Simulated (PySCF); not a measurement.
A calculated (B3LYP, PySCF 2.14, def2-SVP, no relativity, point nucleus) atom or ion has these occupied shells.

```
shell  electrons  orbital energy (eV)  rms radius, mean of both spins (bohr)
   1s          2              -1822.6                                  0.129
   2s          2              -166.43                                  0.619
   2p          6              -121.84                                  0.602
   3s          2              -29.487                                   2.11
```

Q: Name the element and its charge.

A: Si²⁺ (silicon, charge +2), in [Ne] 3s2, closed-shell 1S.
